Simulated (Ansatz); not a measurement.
NP, triplet, geometry from GFN2-xTB (a higher spin typed on purpose: for a closed-shell molecule this is an excited state), atoms displaced at random by about 0.03 Å a coordinate; PBE/def2-TZVP, gradient run with Ansatz (an electronic-structure program).

Input for Ansatz:
Ansatz 0.2 input:
```yaml
crystal:
  periodic: [false, false, false]
  atoms:
    - {symbol: N, position_ang: [0.02175832, -0.01519155, -1.01664424]}
    - {symbol: P, position_ang: [0.02186782, -0.00443605, 0.51408076]}
basis:
  gaussian:
    orbitals: def2-TZVP
hamiltonian:
  xc: pbe
magnetization: {spin_polarized: true, initial_magnetization: 2}
output: {forces: true}
```

### Question
What does Ansatz print? Leave out banner, timings and long lists.

### Answer

```
Functional definition: PBE
425 factors; their error is unknown
mean field evaluation 1: about -10755.8885 eV, gradient 5.3e1 eV
mean field evaluation 2: about -10633.1357 eV, gradient 1.2e2 eV
mean field evaluation 4: about -10768.1252 eV, gradient 9.9e0 eV
mean field evaluation 8: about -10768.7008 eV, gradient 1.3e-1 eV
mean field evaluation 16: about -10768.6981 eV, gradient 6.4e-4 eV
mean field evaluation 32: about -10768.8538 eV, gradient 1.1e-5 eV
mean field evaluation 64: about -10768.6981 eV, gradient 1.2e-5 eV
mean field evaluation 96: about -10767.9729 eV, gradient 5.7e0 eV
mean field -10768.85384660 eV, -395.7480794712 hartree, gradient 3.3e-6 eV, S^2 2.008165; 12 other end points of the search recorded, 0 dependent functions left out
the calculation of the forces begins
reference -10768.85387024 eV, -395.7480803399 hartree; 12, 10 occupied and 56, 58 virtual orbitals, 425 factors
Total energy: -10768.85387024 eV, -395.7480803399 hartree
Atom 0 at     0.021758    -0.015192    -1.016644 Å, force    -0.000402    -0.039474    -5.617877 eV/Å
Atom 1 at     0.021868    -0.004436     0.514081 Å, force     0.000402     0.039474     5.617877 eV/Å
Dipole moment:     0.000023     0.002260     0.321618 e Å
```
